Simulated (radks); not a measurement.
The numbers below are computed, except where a source is named.
Question: These are the eigenvalues of the occupied orbitals of an atom or ion with whole-number occupations (hartree). Level of theory: scalar-relativistic Kohn-Sham, PBEsol, spin-polarised, spherical densities, finite nucleus; Fermi nuclear charge, rms radius of each element as measured or else 0.836 A^(1/3) + 0.57 fm (a radial shooting solver on a logarithmic mesh with Libxc functionals).

| orbital | eigenvalue |
|---|---|
| 1s up | -1590.349 |
| 1s down | -1590.242 |
| 2s up | -342.1507 |
| 2s down | -342.0595 |
| 2p up | -318.6500 |
| 2p down | -318.5315 |
| 3s up | -137.7748 |
| 3s down | -137.3437 |
| 3p up | -130.5609 |

Which element is it, and in what charge state? The configuration may be excited. Open shells, if any, are filled with parallel spins first.

Answer: Z = 58, cerium, charge +45: Ce45+ in [Ne] 3s2 3p1. The list shows which subshells hold electrons but not how many an open one holds; the 1s level, -1590.3 hartree, gives Z - s = 56.4 by -(Z - s)^2/2, which with screening and relativity narrows Z to a few neighbours, and the depths of the outer levels then fix element, charge and occupations together.
